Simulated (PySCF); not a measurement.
Question: Write Cartesian coordinates for InChI=1S/C3H9Cl3Si2/c1-7(2,3)8(4,5)6/h1-3H3 as optimised with PBE0-D3(BJ)/def2-SVP.

Answer: 
```
atom  x, y, z in Å
C1    -0.0660    1.9588    0.1378
Si2   -0.2094    0.0869    0.0853
C3    -1.5747   -0.4881   -1.0687
C4    -0.3776   -0.6559    1.8024
Si5    1.7966   -0.7256   -0.7831
Cl6    3.3916   -0.2299    0.4393
Cl7    2.1927    0.0371   -2.6653
Cl8    1.7510   -2.7884   -0.9435
H9     0.8075    2.2650    0.7336
H10   -0.9653    2.4067    0.5902
H11    0.0502    2.3703   -0.8765
H12   -1.4160   -0.0994   -2.0863
H13   -1.6000   -1.5874   -1.1228
H14   -2.5580   -0.1383   -0.7155
H15   -1.3350   -0.3635    2.2627
H16    0.4386   -0.3125    2.4563
H17   -0.3397   -1.7552    1.7569
```

Any rigid rotation of these coordinates is as good. Atoms count from 1 in this order. Si2 (four-coordinate silicon) is tetrahedral (angles from 106.2° to 112.2°). All 3 Cl–Si bonds measure 2.069 to 2.070 Å. All 3 C–Si bonds measure 1.878 Å. Si5 (chlorine-bound silicon) is tetrahedral (angles from 107.5° to 112.0°).

Bonds between heavy atoms (Å): C1–Si2 1.878, Si2–C3 1.878, Si2–C4 1.878, Si2–Si5 2.332, Si5–Cl6 2.070, Si5–Cl7 2.069, Si5–Cl8 2.070.

Computed with PBE0-D3(BJ)/def2-SVP geometry optimisation, gas phase in PySCF.

Point group: near C3v, missed by 0.13 Å at most; the miss may be what the optimiser left on a soft mode (C3 holds within 0.08 Å). Not checked by PBE0-D3(BJ)/def2-SVP frequencies.

Time: 1.9 min wall. Hardware: one thread of an x86-64 server, shared host. This is the geometry optimisation.
